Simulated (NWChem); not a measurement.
Molecule: C$_{2}$H$_{6}$Mg; SMILES [Mg]([CH3])[CH3]

Results from NWChem. Pople sets run with spherical d functions. The geometry was optimised at PBE0/def2-SVP. Level TPSS/6-31G*: energy and gradient; each run changes one setting, and changes count from the defaults (medium grid, exact Coulomb integrals, symmetry on).

```tsv
setting	size of the energy change (μHa)	largest change of a gradient component (μHa/bohr)
defaults	< 10	< 30
Coulomb fitting, Weigend set	100	70
Coulomb fitting, Ahlrichs set	200	30
coarse grid	50	400
Becke weights	10	< 30
extra-fine grid	< 10	50
```
